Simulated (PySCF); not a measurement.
Some computed properties have been withheld. Give your best values.

C₇H₁₄.
Atom-mapped SMILES: `[CH3:1][CH2:2][C@@H:3]1[CH2:4][CH2:5][C@@H:6]1[CH3:7]` (hydrogens: H8, H9, H10 on C1; H11, H12 on C2; H13 on C3; H14, H15 on C4; H16, H17 on C5; H18 on C6; H19, H20, H21 on C7)

Structure used (GFN2-xTB), in Å, numbered top down from 1:
```xyz
21
C7H14 angstrom
C      2.5710   -0.5907    0.1066
C      1.1061   -0.9175   -0.1627
C      0.3019    0.3450   -0.4334
C      0.0310    1.2853    0.7545
C     -1.4278    1.4192    0.2970
C     -1.2259    0.2374   -0.6701
C     -1.8896   -1.0473   -0.2039
H      3.0140   -0.0900   -0.7518
H      3.1359   -1.4992    0.3031
H      2.6610    0.0648    0.9698
H      1.0369   -1.5793   -1.0297
H      0.6938   -1.4471    0.6975
H      0.7721    0.8869   -1.2580
H      0.1253    0.7787    1.7133
H      0.6119    2.2049    0.7842
H     -1.6268    2.3590   -0.2140
H     -2.1841    1.2695    1.0649
H     -1.5268    0.4369   -1.7016
H     -1.5615   -1.8926   -0.8042
H     -2.9701   -0.9576   -0.3006
H     -1.6574   -1.2493    0.8385
```

```tsv
property	level	value
point group of the GFN2-xTB geometry	GFN2-xTB	C1
rotational constants A, B, C of the GFN2-xTB geometry	GFN2-xTB	4.206, 1.904, 1.487 GHz
dipole moment	PBE0/def2-SVPD	0.15 D
HOMO energy	PBE0/def2-SVPD	-8.01 eV
LUMO energy	PBE0/def2-SVPD	0.79 eV
lowest singlet excitation	TDDFT PBE0/def2-SVPD	?
strongest line among the 6 lowest singlet transitions	TDDFT PBE0/def2-SVPD	S6 at 8.23 eV (151 nm, f = 0.015)
lowest triplet excitation (Tamm–Dancoff)	TDA PBE0/def2-SVPD	?
static isotropic polarisability	PBE0/def2-SVPD	?
electronic spatial extent ⟨r²⟩ about the centre of nuclear charge	PBE0/def2-SVPD	?
13C chemical shifts (computed TMS as zero) by class	GIAO PBE0/pcSseg-1	?
1H chemical shifts (computed TMS as zero) by class	GIAO PBE0/pcSseg-1	2.30 (H18), 2.21 (H16), 2.15 (H13), 2.13 (H15), 1.58 (H14), 1.38 (H11), 1.29 (H17), 1.24 (H12), 1.04 (H19/H20/H21), 0.86 (H8/H9/H10) ppm
```

Electronic properties: PySCF, gas phase, density fitting. One conformer (not necessarily the lowest) at the GFN2-xTB geometry, without solvent or vibrations. NMR classes are plain means over equivalent atoms (diastereotopic ones count apart unless rotation or inversion swaps them), as if these changed places fast; in this geometry the members of some classes differ.

Question: The lowest triplet excitation (Tamm–Dancoff)?

Answer: 7.52 eV.

Question: What is the static isotropic polarisability?

Answer: 81.4 au.

Question: The electronic spatial extent ⟨r²⟩ about the centre of nuclear charge?

Answer: 917 bohr².

Question: What are the 13C chemical shifts (computed TMS as zero) by class?

Answer: 39.6 (C3), 32.7 (C6), 28.6 (C2), 25.5 (C5), 25.3 (C4), 18.2 (C7), 13.2 (C1) ppm.

Question: What is the lowest singlet excitation?

Answer: 7.68 eV (161 nm, f = 0.012).

No computed singlet falls in the visible range (750 to 380 nm, 1.65 to 3.26 eV); S1 lies 4.42 eV above its blue end. A dipole of 0.15 D is allowed in C1, and pure rotational transitions are dipole-allowed. The principal polarisabilities are 71.7, 81.5 and 91.0 au; their mean is the isotropic value. The polarisability is 12.06 Å³ as a volume (1 au = 0.148185 Å³), or 1.45 au for each of the 56 electrons. The vertical singlet–triplet gap S1 − T1 is 0.16 eV (TDDFT singlet less Tamm–Dancoff triplet). In atomic units the dipole is 0.06 e·bohr (1 au = 2.5417 D).
